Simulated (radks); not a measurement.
Species: Al IX. Configuration: [He] 2s2 3p1 (not the ground configuration). All-electron calculation, scalar-relativistic Kohn-Sham, MS2 meta-GGA, spin-polarised, spherical densities, finite nucleus; open shells are filled with parallel spins first; meta-GGA in the generalised Kohn-Sham scheme; Fermi nuclear charge, rms radius 3.061 fm. Program: a radial shooting solver on a logarithmic mesh with Libxc functionals. Some entries of the table are withheld. Estimate them.

| orbital | occ. | eigenvalue (hartree) | r(max) (bohr) |
|---|---|---|---|
| 1s up | 1 | (1) | 0.07823 |
| 1s down | 1 | (2) | 0.07821 |
| 2s up | 1 | (3) | (4) |
| 2s down | 1 | (5) | (6) |
| 3p up | 1 | -4.70834 | 1.186 |
| 3p down | 0 | -4.53784 | 1.170 |

Answer. 
(1) 1s up eigenvalue (hartree): -68.28545
(2) 1s down eigenvalue (hartree): -68.25185
(3) 2s up eigenvalue (hartree): -13.06945
(4) 2s up r(max) (bohr): 0.4459
(5) 2s down eigenvalue (hartree): -13.05137
(6) 2s down r(max) (bohr): 0.4476
